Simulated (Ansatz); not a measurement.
CH$_{6}$ClNOSi (`N[SiH2]C(O)Cl`). Charge 0, multiplicity 1.

Z-matrix (Å, degrees):
```
Si
C 1 1.897
N 1 1.726 2 101.7
H 1 1.487 2 110.6 3 -112.6
H 1 1.484 2 110.4 3 124.8
Cl 2 1.851 1 103.9 3 -74.7
O 2 1.372 1 111.3 3 45.2
H 2 1.088 1 117.5 3 171.4
H 3 1.009 1 119.0 2 75.4
H 3 1.007 1 119.3 2 -143.5
H 7 0.970 2 107.1 1 -34.6
```

Problem. Give the diagnostics of a CCSD(T)/def2-TZVPP run (frozen core, the Gaussian-basis code of Ansatz). (Estimate.)

Solution. The calculation gave: T1 = 0.0115, largest single amplitude 0.018, largest double 0.013, (T) share of the correlation energy 3.9 %, 9 CCSD cycles. The RHF solution is stable towards an unrestricted one. T1 lies under the customary mark of 0.02 for closed shells.
